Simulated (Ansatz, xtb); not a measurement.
# Ranking isomers of BBeLiSi

3 gas-phase structures of BBeLiSi, found in a search over its isomers (lower ones may exist). Each was relaxed with GFN2-xTB:

A. a singlet given by its coordinates
B. `[Li][Be][B]=[Si]`, a triplet
C. a singlet given by its coordinates

C (Å):

```tsv
atom	x (Å)	y (Å)	z (Å)
B	-0.9972	-1.2370	-1.9313
Be	0.1084	0.0365	-2.4018
Li	-2.2786	0.0101	-2.7941
Si	0.6917	-1.7852	-1.3810
```

Close contacts (Å): B1–Be2 1.75, B1–Li3 1.99, B1–Si4 1.86, Be2–Li3 2.42, Be2–Si4 2.17.

A (Å):

```csv
atom,x (Å),y (Å),z (Å)
B,0.4429,-1.2819,-1.9418
Be,-0.8346,-1.9720,-2.7877
Li,-2.1131,-0.1165,-2.3952
Si,0.0608,0.4056,-1.2730
```

Close contacts (Å): B1–Be2 1.68, B1–Si4 1.86, Be2–Li3 2.29, Li3–Si4 2.50.

Question: Make a reasoned guess at their ranking by r2SCAN-D4/def2-SVP single-point energy.

Answer: Calculated order at r2SCAN-D4/def2-SVP: C (0.000), A (1.435), B (1.668) eV.

Energies above the lowest of each column, in eV (a dash: not run or not comparable):

| structure | GFN2-xTB | HF/STO-3G | r2SCAN-D4/def2-SVP |
| --- | --- | --- | --- |
| C | 0.532 | 0.000 | 0.000 |
| A | 0.000 | 1.191 | 1.435 |
| B | – | 0.375 | 1.668 |

r2SCAN-D4/def2-SVP puts C lowest; GFN2-xTB picks A. Some further structures that were screened fall inside this span and aren't listed. No reliable frequencies are at hand for these structures. GFN2-xTB has no spin polarisation and isn't compared across spin states. Open shells are spin-unrestricted.

Programs: Ansatz 0.2.0, xtb 6.7.1.
